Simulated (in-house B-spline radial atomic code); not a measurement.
# PBE0 excitations of Co XXVI (Co25+)

Method: PBE0. Computed with a B-spline radial code for spherical atoms: linear response of the closed shell 1s2 with the functional's adiabatic kernel; non-relativistic, point nucleus, no spin-orbit coupling, no double excitations, S, P, D and F terms only.

Command:
```bash
python run_td.py task.json out
```
Settings (radii: box in bohr, nucleus in fm):
```
Z                        27
electrons                2
configuration            1s2
hamiltonian              nr
method                   pbe0
box_radius               4.7
intervals                48
```

Cost of the run: 0.1 s on 1 thread of Arm Neoverse N1, with other jobs on the host.

The lowest states, in the order of their Tamm-Dancoff energies; the method's threshold (minus the highest occupied level) is 9337.33 eV. Labels give the largest channel, * marks a mixed state, and oscillator strengths are full-response dipole values. Semilocal kernels can invert the small singlet-triplet splittings of Rydberg terms. Energies in eV:

```tsv
state	full response	Tamm-Dancoff	oscillator strength
1s → 2s 3S	7074.91	7074.94	-
1s → 2s 1S	7105.19	7105.31	-
1s → 2p 3P	7106.27	7106.31	-
1s → 2p 1P	7129.00	7129.04	0.778
1s → 3s 3S	8348.64	8348.65	-
1s → 3s 1S	8356.46	8356.49	-
1s → 3p 3P	8358.81	8358.82	-
1s → 3p 1P	8364.79	8364.80	0.151
1s → 3d 3D	8367.16	8367.16	-
1s → 3d 1D	8367.45	8367.45	-
1s → 4s 3S	8784.97	8784.98	-
1s → 4s 1S	8788.13	8788.14	-
1s → 4p 3P	8789.24	8789.25	-
1s → 4p 1P	?	?	?
1s → 4d 3D	8792.47	8792.47	-
1s → 4d 1D	8792.63	8792.63	-
1s → 4f 3F	?	?	-
1s → 4f 1F	8794.77	8794.77	-
1s → 5s 3S	8985.19	8985.19	-
1s → 5s 1S	8986.77	8986.78	-
1s → 5p 3P	8987.36	8987.37	-
1s → 5p 1P	8988.59	8988.59	0.0271
```

Problem. Where does 1s → 4p 1P lie?

Solution. At 8791.67 eV in full response, 8791.68 eV in Tamm-Dancoff, oscillator strength 0.056.

Problem. Where does 1s → 4f 3F lie?

Solution. At 8794.76 eV in full response, 8794.76 eV in Tamm-Dancoff.

Problem. How large is the singlet-triplet splitting of 1s → 2s (S terms) in Tamm-Dancoff?

Solution. 30.4 eV, from the unrounded values.

Problem. What polarisabilities and dispersion coefficient does the method give?

Solution. Dipole 1.797e-05 bohr³, quadrupole 8.68e-08 bohr⁵, C6 7.304e-08 hartree·bohr⁶ for two such species.
